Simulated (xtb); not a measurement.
Bi(Br)(TeH)2 (BiBrH2Te2), SMILES [Br][Bi]([TeH])[TeH]. All values are semi-empirical tight-binding results from xtb (GFN2-xTB unless named), good for trends rather than for accurate numbers. Geometry: GFN2-xTB. The structure was generated by enumeration; whether it is a known compound was not checked.

A frequency run showed that this geometry is not a minimum.

For metal compounds this method's bond lengths and energies can be far off.

| Property | Value |
|---|---|
| orbital gap | 4.17 eV |
